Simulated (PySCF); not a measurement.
Orbital picture of BI

RHF at R = 2.151 Å; B aug-cc-pVDZ, I aug-cc-pVDZ-PP with ECP28; scalar-relativistic core potentials (PySCF 2.14). State: ¹Σ⁺ (singlet), closed shell. Only the outer orbitals are listed, counted within each symmetry, core potentials removing the inner ones.

| orbital | occ. | ε (eV) | on B (%) | main shells (%) |
| --- | --- | --- | --- | --- |
| 5σ | 2 | -25.40 | 15 | 84 I s, 9 B s |
| 6σ | 2 | -15.93 | 56 | 55 B s, 34 I p, 10 I s |
| 3π | 2 | -11.05 | 6 | 93 I p |
| 3π | 2 | -11.05 | 6 | 93 I p |
| 7σ | 2 | -9.86 | 72 | 38 B s, 33 B p, 29 I p |
| 4π | 0 | 0.77 | 103 | 105 B p |
| 4π | 0 | 0.77 | 103 | 105 B p |

Task: Which are the highest filled and the lowest empty level, where do they sit, and how wide is the gap?

Result: Highest filled 7σ at -9.86 eV (in %: 38 B s, 33 B p, 29 I p); lowest empty 4π at 0.77 eV (in %: 105 B p); the gap at RHF is 10.63 eV. An empty level above zero is unbound, and its energy depends on the basis.

```
bond order (Mayer)                             : 1.13
⟨S²⟩                                           : 0.000
charge on B (Mulliken, basis-dependent)        : -0.10
charge on B (Löwdin, basis-dependent)          : -0.29
dipole moment (positive dipole means B(−)I(+)) : 0.94 D
polarisability along the bond                  : 71.3 bohr³
polarisability across the bond                 : 43.7 bohr³
```

Shares are Mulliken populations and can fall outside 0 to 100 %.

Spin–orbit coupling is left out.
